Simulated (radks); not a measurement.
The numbers below are computed, except where a source is named.
Task: Radial electron density D(r) = 4 pi r^2 rho(r) of an atom or ion with 56 electrons. Level of theory: non-relativistic Kohn-Sham, MS2 meta-GGA, spin-unpolarised, spherical densities, point nucleus; meta-GGA in the generalised Kohn-Sham scheme (a radial shooting solver on a logarithmic mesh with Libxc functionals).

| r (bohr) | D(r) (e/bohr) |
|---|---|
| 0.0008518 | 1.202 |
| 0.001164 | 2.162 |
| 0.00159 | 3.838 |
| 0.002155 | 6.595 |
| 0.002944 | 11.22 |
| 0.004021 | 18.44 |
| 0.005494 | 28.94 |
| 0.007445 | 42.29 |
| 0.01017 | 57.49 |
| 0.0139 | 70.08 |
| 0.01898 | 74.87 |
| 0.02573 | 70.93 |
| 0.03515 | 66.70 |
| 0.04802 | 75.82 |
| 0.0656 | 95.03 |
| 0.08891 | 98.14 |
| 0.1215 | 80.50 |
| 0.1659 | 78.89 |
| 0.2267 | 86.28 |
| 0.3072 | 57.37 |
| 0.4197 | 32.33 |
| 0.5734 | 38.59 |
| 0.7834 | 27.67 |
| 1.07 | 11.94 |
| 1.45 | 8.003 |
| 1.982 | 4.202 |
| 2.707 | 0.9300 |
| 3.698 | 0.1820 |
| 5.012 | 0.1137 |
| 6.847 | 0.04008 |
| 9.354 | 0.003985 |

What is the nuclear charge?

Result: Z = 59. The innermost maximum, from 1s, lies near 1/Z = 0.0169 bohr (found: 0.0188), and its height grows with Z. The density is that of the praseodymium ion Pr3+ in [Kr] 4d10 4f2 5s2 5p5.5 5f0.5; the configuration itself is not fixed sharply by these data, and Z only to a few units. D(r) has 4 maxima, at r = 0.0188, 0.0795, 0.214, 0.592 bohr, and minima at 0.0346, 0.144, 0.430 bohr, inside which lie 1.98, 11.37, 29.08 electrons.
